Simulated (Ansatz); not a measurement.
Stepwise reaction of `C[Si](C)(O)[SiH3]` with ammonia, as a gas-phase model of exchange steps in deposition or etching. ΔE in kJ/mol.

Program: Ansatz. Geometries: PBE0-D4/def2-TZVP. ΔE: electronic, gas phase. CCSD(T)/CBS is the MP2 limit (def2-TZVPP, def2-QZVPP) plus CCSD(T) − MP2 in def2-TZVPP, frozen cores. This one scheme is used for every species. DFT in def2-TZVPP. B3LYP here is the variant with VWN-RPA as its local correlation; programs differ in this. One conformer a species, not always the lowest.

```json
{"step": "1", "reaction": "`C[Si](C)(O)[SiH3]` + NH₃ → `C[Si](N)(O)[SiH3]` + CH₄", "PBE-D4": "-60.4", "B3LYP-D4": "-68.6", "ωB97M-V": "-66.2", "CCSD(T)/CBS": "-65.6"}
```

Give the row of step 2, `C[Si](N)(O)[SiH3]` + NH₃ → `N[Si](N)(O)[SiH3]` + CH₄. (An estimate is asked.)

The calculation gave: 
```tsv
step	reaction	PBE-D4	B3LYP-D4	ωB97M-V	CCSD(T)/CBS
2	`C[Si](N)(O)[SiH3]` + NH₃ → `N[Si](N)(O)[SiH3]` + CH₄	-66.1	-74.0	-71.7	-71.4
```

By hand: ΔE of the 2 steps together at CCSD(T)/CBS.

(-65.6) + (-71.4) = -137.0 kJ/mol, or -68.5 kJ/mol a step.

In ΔE each step is lower than the one before. All are downhill at CCSD(T)/CBS. PBE-D4 differs from CCSD(T)/CBS by 5.2 to 5.3 kJ/mol a step. Isolated molecules leave out the surface, adducts and barriers. Largest T1 diagnostic: 0.012.
